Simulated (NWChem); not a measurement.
System: CH$_{6}$FNOSi; SMILES N[Si@@H](O)CF

Excerpt of the output:

```
             Northwest Computational Chemistry Package (NWChem) 7.3.0
             --------------------------------------------------------

                             Geometry "geometry" -> ""
                             -------------------------

 Output coordinates in angstroms (scale by  1.889725989 to convert to a.u.)

  No.       Tag          Charge          X              Y              Z
 ---- ---------------- ---------- -------------- -------------- --------------
    1 N                    7.0000    -1.36601300     1.03769700     0.37254000
    2 Si                  14.0000     0.06769600     0.60849800    -0.46678800
    3 O                    8.0000     1.50201900     1.00428000     0.29211100
    4 C                    6.0000    -0.12202800    -1.26817400    -0.68783000
    5 F                    9.0000    -0.58068600    -1.81499900     0.50758900
    6 H                    1.0000    -1.59914400     1.98155100     0.65383500
    7 H                    1.0000    -1.81308600     0.33699500     0.95336300
    8 H                    1.0000     0.19204000     1.28949500    -1.78196300
    9 H                    1.0000     1.57324700     0.75039900     1.21730600
   10 H                    1.0000    -0.85150700    -1.50426600    -1.48338600
   11 H                    1.0000     0.83051700    -1.75695100    -0.95743200

 Effective nuclear repulsion energy (a.u.)     249.4699141791

                                 NWChem DFT Module
                                 -----------------

 Summary of "ao basis" -> "ao basis" (spherical)
 ------------------------------------------------------------------------------
       Tag                 Description            Shells   Functions and Types
 ---------------- ------------------------------  ------  ---------------------
 N                           6-31g*                  6       14   3s2p1d
 Si                          6-31g*                  8       18   4s3p1d
 O                           6-31g*                  6       14   3s2p1d
 C                           6-31g*                  6       14   3s2p1d
 F                           6-31g*                  6       14   3s2p1d
 H                           6-31g*                  2        2   2s

 in cosmo_initialize ...
 calling solv_data for solv:h2o

 solvent parameters
 solvname_short: h2o
 solvname_long:  water
 dielec:       78.4000
 dielecinf:     1.7769
 aqueous SMD model solvent descriptors
 dielec:       78.4000
 sola:          0.8200

          ---------------
          -cosmo- solvent
          ---------------
 Cosmo: York-Karplus, doi: 10.1021/jp992097l
 dielectric constant -eps-     =  78.40
 screen = (eps-1)/(eps    )    =   0.98724
 surface charge correction     = lagrangian

   van der Waals surface
 --------------------------

 ---------- ATOMIC COORDINATES (A.U.) ------------ VDWR(ANG.) --
     1   -2.58139027    1.96096299    0.70399852     1.890
     2    0.12792689    1.14989448   -0.88210141     2.470
     3    2.83840434    1.89781402    0.55200975     1.520
     4   -0.23059948   -2.39650137   -1.29981023     1.850
     5   -1.09733743   -3.42985078    0.95920412     1.730
     6   -3.02194398    3.74458842    1.23556899     1.200
     7   -3.42623573    0.63682821    1.80159484     1.200
     8    0.36290298    2.43679221   -3.36742179     1.200
     9    2.97300574    1.41804849    2.30037478     1.200
    10   -1.60911491   -2.84265055   -2.80319308     1.200
    11    1.56944956   -3.32015597   -1.80928413     1.200
 number of segments per atom =        128
 number of   points per atom =        128
 atom (   nspa,  nppa )
 ----------------------
    1 (     58,     0 )       0
    2 (     68,     0 )       0
    3 (     46,     0 )       0
    4 (     35,     0 )       0
    5 (     76,     0 )       0
    6 (     44,     0 )       0
    7 (     41,     0 )       0
    8 (     33,     0 )       0
    9 (     62,     0 )       0
   10 (     53,     0 )       0
   11 (     53,     0 )       0
 number of -cosmo- surface points =      569
 molecular surface =    121.405 angstrom**2
 molecular volume  =    101.884 angstrom**3
 -lineq- algorithm             =   0
 -bem- low  level              =   3
 -bem- from -octahedral-
 gaussian surface charge width =   4.50000
 degree of switching           =   1.00000
 switching function tolerance  =   0.00010
 atomic radii =
 --------------
    1  7.000  1.890
    2 14.000  2.470
    3  8.000  1.520
    4  6.000  1.850
    5  9.000  1.730
    6  1.000  1.200
    7  1.000  1.200
    8  1.000  1.200
    9  1.000  1.200
   10  1.000  1.200
   11  1.000  1.200
 ...... end of -cosmo- initialization ......

 nat:                    11
 ixmem:                  6636
 calling mnsol_interface()
 G(SMD-CDS) energy (kcal/mol)  =     4.158
 SMD-CDS SASA (angstrom**2)    =   147.205

            General Information
            -------------------
          SCF calculation type: DFT
          Wavefunction type:  closed shell.
          No. of atoms     :    11
          No. of electrons :    50
           Alpha electrons :    25
            Beta electrons :    25
          Charge           :     0
          Spin multiplicity:     1
          Use of symmetry is: off; symmetry adaption is: off
          Maximum number of iterations: 150
          AO basis - number of functions:    86
                     number of shells:    44
          Convergence on energy requested:  1.00D-06
          Convergence on density requested:  1.00D-05
          Convergence on gradient requested:  5.00D-04

              XC Information
              --------------
                       M05-2X Method XC Functional
                     Hartree-Fock (Exact) Exchange  0.560
                M05-2X metaGGA Exchange Functional  0.440
                      M05-2X Correlation Potential  1.000

             Grid Information
             ----------------
          Grid used for XC integration:  medium
          Radial quadrature: Mura-Knowles
          Angular quadrature: Lebedev.
          Tag              B.-S. Rad. Rad. Pts. Rad. Cut. Ang. Pts.
          ---              ---------- --------- --------- ---------
          N                   0.65       49          10.0       434
          Si                  1.10       88           8.0       590
          O                   0.60       49          10.0       434
          C                   0.70       49          10.0       434
          F                   0.50       49          10.0       434
          H                   0.35       45          11.0       434
          Grid pruning is: on
          Number of quadrature shells:   554
          Spatial weights used:  Erf1

      Superposition of Atomic Density Guess
      -------------------------------------

 Sum of atomic energies:        -557.88737940

      Non-variational initial energy
      ------------------------------

 Total energy =    -559.802847
 1-e energy   =   -1266.229815
 2-e energy   =     456.957054
 HOMO         =      -0.328400
 LUMO         =       0.055521

   convergence    iter        energy       DeltaE   RMS-Dens  Diis-err
 ---------------- ----- ----------------- --------- --------- ---------
     COSMO gas phase
 d= 0,ls=0.0,diis     1   -560.9124057111 -8.10D+02  1.16D-02  8.97D-01
 d= 0,ls=0.0,diis     2   -560.9262226587 -1.38D-02  5.44D-03  9.30D-01
 d= 0,ls=0.0,diis     3   -561.0107856155 -8.46D-02  7.87D-04  1.20D-02
 d= 0,ls=0.0,diis     4   -561.0118218276 -1.04D-03  2.87D-04  1.39D-03
 d= 0,ls=0.0,diis     5   -561.0119542645 -1.32D-04  8.26D-05  1.60D-04
  Resetting Diis
 d= 0,ls=0.0,diis     6   -561.0119715305 -1.73D-05  2.14D-05  3.55D-06
 d= 0,ls=0.0,diis     7   -561.0119719232 -3.93D-07  1.11D-05  8.33D-07
 d= 0,ls=0.0,diis     8   -561.0119719349 -1.17D-08  4.95D-06  8.41D-07

   convergence    iter        energy       DeltaE   RMS-Dens  Diis-err
 ---------------- ----- ----------------- --------- --------- ---------
     COSMO solvation phase
 d= 0,ls=0.0,diis     1   -561.0207644553 -8.79D-03  1.46D-03  6.25D-03
 d= 0,ls=0.0,diis     2   -561.0222094480 -1.44D-03  3.74D-04  1.45D-03
 d= 0,ls=0.0,diis     3   -561.0223231422 -1.14D-04  1.87D-04  5.34D-04
 d= 0,ls=0.0,diis     4   -561.0223796799 -5.65D-05  5.84D-05  2.09D-05
 d= 0,ls=0.0,diis     5   -561.0223825076 -2.83D-06  1.35D-05  1.13D-06
 d= 0,ls=0.0,diis     6   -561.0223826493 -1.42D-07  4.19D-06  2.84D-07

         Total DFT energy =     -561.022382649283
      One electron energy =    -1271.082374026800
           Coulomb energy =      515.105065285377
    Exchange-Corr. energy =      -54.659636998582
 Nuclear repulsion energy =      249.469914179109

             COSMO energy =        0.144648911613

 Numeric. integr. density =       49.999994969562

                                COSMO-SMD solvation results
                                ---------------------------

             internal energy in gas <Psi(g)|H|Psi(g)> =      -561.011971934855
         internal energy in solvent <Psi(s)|H|Psi(s)> =      -561.010146395360
                               delta internal energy  =         0.001825539494 (    1.15 kcal/mol)
   total free energy in solvent <Psi(s)|H+V/2|Psi(s)> =      -561.029008520489
 polarization energy contribution <Psi(s)|V/2|Psi(s)> =        -0.018862125129 (  -11.84 kcal/mol)
    total free energy in solvent including G(SMD-CDS) =      -561.022382649283
                       G(SMD-CDS) energy contribution =         0.006625871206 (    4.16 kcal/mol)
     1 M fixed-concentration free energy of solvation =        -0.010410714428 (   -6.53 kcal/mol)

                       DFT Final Molecular Orbital Analysis
                       ------------------------------------

 Vector   23  Occ=2.000000D+00  E=-4.097457D-01
              MO Center=  2.9D-01, -3.2D-01, -3.4D-01, r^2= 4.0D+00
   Bfn.  Coefficient  Atom+Function         Bfn.  Coefficient  Atom+Function
  ----- ------------  ---------------      ----- ------------  ---------------
    63     -0.289388   5 F  px               36      0.284776   3 O  py
    49      0.242988   4 C  px               67     -0.221971   5 F  px
    40      0.219393   3 O  py               37      0.156629   3 O  pz
    85      0.157384  11 H  s                80      0.151982   8 H  s
    86      0.151835  11 H  s                83     -0.147131  10 H  s

 Vector   24  Occ=2.000000D+00  E=-3.463079D-01
              MO Center=  3.2D-02, -4.6D-01, -3.9D-01, r^2= 3.0D+00
   Bfn.  Coefficient  Atom+Function         Bfn.  Coefficient  Atom+Function
  ----- ------------  ---------------      ----- ------------  ---------------
    50      0.365872   4 C  py               22     -0.307383   2 Si py
    64     -0.290999   5 F  py               36      0.251131   3 O  py
    68     -0.230223   5 F  py               40      0.207090   3 O  py
    54      0.200310   4 C  py               52      0.182519   4 C  s
    80     -0.179211   8 H  s                18      0.120813   2 Si py

 Vector   25  Occ=2.000000D+00  E=-3.236416D-01
              MO Center= -1.1D+00,  9.9D-01,  2.2D-01, r^2= 1.8D+00
   Bfn.  Coefficient  Atom+Function         Bfn.  Coefficient  Atom+Function
  ----- ------------  ---------------      ----- ------------  ---------------
     5      0.405917   1 N  pz                9      0.356742   1 N  pz
     3      0.354561   1 N  px                7      0.320292   1 N  px
    35      0.177369   3 O  px               80      0.149646   8 H  s
    39      0.137227   3 O  px               25      0.099907   2 Si px
    27      0.088169   2 Si pz               79      0.067959   8 H  s

 Vector   26  Occ=0.000000D+00  E= 9.214606D-02
              MO Center= -9.0D-02,  4.9D-01, -3.1D-02, r^2= 4.8D+00
   Bfn.  Coefficient  Atom+Function         Bfn.  Coefficient  Atom+Function
  ----- ------------  ---------------      ----- ------------  ---------------
     6      0.794591   1 N  s                27     -0.681218   2 Si pz
    26     -0.567585   2 Si py               55     -0.402346   4 C  pz
    38      0.387935   3 O  s                24     -0.385480   2 Si s
    66      0.330768   5 F  s                78     -0.273289   7 H  s
    84     -0.273331  10 H  s                52     -0.270195   4 C  s

 Vector   27  Occ=0.000000D+00  E= 1.161733D-01
              MO Center=  5.1D-01,  5.4D-01, -4.1D-01, r^2= 4.9D+00
   Bfn.  Coefficient  Atom+Function         Bfn.  Coefficient  Atom+Function
  ----- ------------  ---------------      ----- ------------  ---------------
    25      1.162293   2 Si px               38     -0.800339   3 O  s
     6      0.606504   1 N  s                82      0.318953   9 H  s
    21      0.256724   2 Si px               24      0.247092   2 Si s
    52     -0.224860   4 C  s                 9     -0.209689   1 N  pz
    26     -0.189387   2 Si py               40      0.166075   3 O  py

 Vector   28  Occ=0.000000D+00  E= 1.395710D-01
              MO Center= -9.0D-02, -3.5D-02, -5.9D-01, r^2= 5.2D+00
   Bfn.  Coefficient  Atom+Function         Bfn.  Coefficient  Atom+Function
  ----- ------------  ---------------      ----- ------------  ---------------
    52      1.474671   4 C  s                26      1.187177   2 Si py
    24     -0.775787   2 Si s                84     -0.439577  10 H  s
    86     -0.426057  11 H  s                25      0.379997   2 Si px
    54      0.369943   4 C  py               55     -0.328630   4 C  pz
    22      0.260153   2 Si py                6      0.242210   1 N  s

     Multipole analysis of the density
     ---------------------------------

     L   x y z        total         alpha         beta         nuclear
     -   - - -        -----         -----         ----         -------
     0   0 0 0     -0.000000    -25.000000    -25.000000     50.000000

     1   1 0 0     -0.374290      3.804400      3.804400     -7.983091
     1   0 1 0      0.036059     -0.898751     -0.898751      1.833561
     1   0 0 1      0.438450      2.626094      2.626094     -4.813737

     2   2 0 0    -28.262146    -92.819563    -92.819563    157.376980
     2   1 1 0     -3.462844    -20.668547    -20.668547     37.874251
     2   1 0 1      0.245407      6.152425      6.152425    -12.059444
     2   0 2 0    -28.093084   -142.075255   -142.075255    256.057426
     2   0 1 1      3.877543     -1.926505     -1.926505      7.730552
     2   0 0 2    -24.114469    -45.933823    -45.933823     67.753178
```

Level: M05-2X/6-31G* (spherical d), SMD on the gas-phase geometry. Structure relaxed at the PBE0/def2-SVP level. Solvent: water.

Question: Which NWChem input produces such a log?

Answer: Several could match; the one computed here: the input that was run:
```
start job
memory heap 200 mb stack 900 mb global 1100 mb
geometry units angstroms noautosym nocenter noautoz
  N     -1.366013     1.037697     0.372540
  Si     0.067696     0.608498    -0.466788
  O      1.502019     1.004280     0.292111
  C     -0.122028    -1.268174    -0.687830
  F     -0.580686    -1.814999     0.507589
  H     -1.599144     1.981551     0.653835
  H     -1.813086     0.336995     0.953363
  H      0.192040     1.289495    -1.781963
  H      1.573247     0.750399     1.217306
  H     -0.851507    -1.504266    -1.483386
  H      0.830517    -1.756951    -0.957432
end
basis spherical
  N library 6-31g*
  Si library 6-31g*
  O library 6-31g*
  C library 6-31g*
  F library 6-31g*
  H library 6-31g*
end
dft
  xc m05-2x
  iterations 150
end
cosmo
  do_cosmo_smd true
  solvent water
end
task dft energy
```
